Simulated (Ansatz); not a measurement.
`CC(C)[O][Zr]([OH])([OH])[O]C(C)C` at its PBE0-D4/def2-TZVP geometry, where that method's forces vanish. Charge 0, multiplicity 1. Zr takes the def2 core potential.

```xyz
27

C     3.5258   -1.2014   -0.1264
C     2.2867   -0.9001   -0.9482
C     2.2470    0.5428   -1.4156
O     1.1413   -1.1899   -0.2039
Zr   -0.3618   -1.3668    0.9815
O     0.2785   -1.6269    2.7897
O    -1.4610   -2.8603    0.4272
O    -1.3940    0.2520    0.8831
C    -2.1616    1.3842    0.6021
C    -1.5260    2.1712   -0.5287
C    -3.5872    0.9748    0.2834
H     4.4327   -1.0258   -0.7104
H     3.5220   -2.2421    0.2030
H     3.5546   -0.5614    0.7597
H     2.2852   -1.5542   -1.8325
H     2.2557    1.2175   -0.5549
H     1.3397    0.7339   -1.9919
H     3.1113    0.7730   -2.0434
H     0.4642   -1.6002    3.7219
H    -1.8511   -3.6382    0.0440
H    -2.1711    2.0138    1.5039
H    -2.0855    3.0885   -0.7277
H    -0.4981    2.4400   -0.2778
H    -1.5107    1.5708   -1.4426
H    -4.0143    0.4034    1.1097
H    -4.2145    1.8523    0.1078
H    -3.6076    0.3490   -0.6129
```

**Question.** What forces (eV/Å) does ωB97M-V/def2-TZVPP give on these atoms in the Gaussian-basis code of Ansatz? (Best estimate.)

**Answer.** Ansatz gave: 
```
C1   0.142 -0.033  0.092
C2   0.158 -0.100 -0.291
C3   0.002  0.160 -0.053
O4  -0.100 -0.026  0.075
Zr5 -0.003 -0.013  0.010
O6   0.050 -0.014  0.165
O7  -0.091 -0.138 -0.056
O8   0.064 -0.107  0.021
C9  -0.109  0.289  0.153
C10  0.064  0.090 -0.125
C11 -0.162 -0.043 -0.036
H12 -0.065 -0.009  0.039
H13 -0.003  0.071 -0.023
H14 -0.011 -0.033 -0.056
H15  0.005  0.062  0.079
H16  0.001 -0.047 -0.040
H17  0.055 -0.016  0.037
H18 -0.057 -0.018  0.045
H19 -0.006 -0.005 -0.033
H20  0.012  0.027  0.017
H21 -0.003 -0.053 -0.083
H22  0.036 -0.064  0.014
H23 -0.063 -0.019 -0.012
H24 -0.007  0.023  0.054
H25  0.032  0.038 -0.055
H26  0.047 -0.059  0.011
H27  0.012  0.037  0.050
```
